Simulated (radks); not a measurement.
Values are calculated unless marked as measured or tabulated.
The neon ion Ne4+, 6 electrons, occupied as [He] 2p2 3p2 (not the ground configuration).

Level of theory: scalar-relativistic Kohn-Sham, BP86, spin-polarised, spherical densities, point nucleus; open shells are filled with parallel spins first (a radial shooting solver on a logarithmic mesh with Libxc functionals).

Energy parts (hartree):
| part | energy |
|---|---|
| total | -113.47227 |
| kinetic | 113.65033 |
| electron-nucleus | -247.26689 |
| Hartree | 28.88315 |
| exchange-correlation | -8.73885 |

Orbitals (lengths in bohr, moments of r in powers of bohr; r(max) is where P^2 peaks):
[
 {"orbital": "1s up", "occ.": "1", "eigenvalue (hartree)": "-36.67702", "<1/r>": "9.651", "<r>": "0.1574", "r(max)": "0.1024", "<r^4>": "0.002887"},
 {"orbital": "1s down", "occ.": "1", "eigenvalue (hartree)": "-36.52997", "<1/r>": "9.685", "<r>": "0.1566", "r(max)": "0.1022", "<r^4>": "0.002815"},
 {"orbital": "2s up", "occ.": "0", "eigenvalue (hartree)": "-5.88640", "<1/r>": "2.046", "<r>": "0.7204", "r(max)": "0.6053", "<r^4>": "0.6401"},
 {"orbital": "2p up", "occ.": "2", "eigenvalue (hartree)": "-5.18284", "<1/r>": "1.964", "<r>": "0.6485", "r(max)": "0.5053", "<r^4>": "0.5203"},
 {"orbital": "3p up", "occ.": "2", "eigenvalue (hartree)": "-1.73059", "<1/r>": "0.7305", "<r>": "1.879", "r(max)": "1.741", "<r^4>": "24.77"},
 {"orbital": "3d up", "occ.": "0", "eigenvalue (hartree)": "-1.50167", "<1/r>": "0.6886", "<r>": "1.723", "r(max)": "1.470", "<r^4>": "19.61"}
]

The highest occupied level is 3p up at -47.092 eV. The configuration is held as typed, so some empty levels lie below it. Summed over all electrons, <r^2> = 9.192 bohr^2, which gives a Langevin (diamagnetic) susceptibility term of -7.28 x 10^-6 cm^3/mol. Spin moment in Bohr magnetons: 4.
